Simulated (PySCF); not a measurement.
A thermochemical cycle for CaI

PBE in PySCF with x2c-SVPall on every atom, spin-free X2C, for the lowest determinant that a PBE0 search found; no spin–orbit coupling. CaI, a doublet (σ ↑), has De = 3.28 eV to neutral atoms, and CaI⁺, a singlet (closed shell), has De = 3.55 eV to Ca⁺ + I.

The adiabatic ionisation energy of CaI, between the minima, is 5.88 eV.

Q: Which ionisation energy of the Ca atom does this level give?

A: IE(Ca) = IE(molecule) + De(ion) − De(neutral) = 5.88 + 3.55 − 3.28 = 6.15 eV; the measured value is 6.113 eV (NIST ASD).

Spin–orbit coupling is left out, which matters for elements this heavy, above all for dissociation energies. For an ion De counts to the pair picked by the measured ionisation energies or electron affinities, which need not be the lowest pair at this level. States were picked by a PBE0 search and need not be the measured ground states.
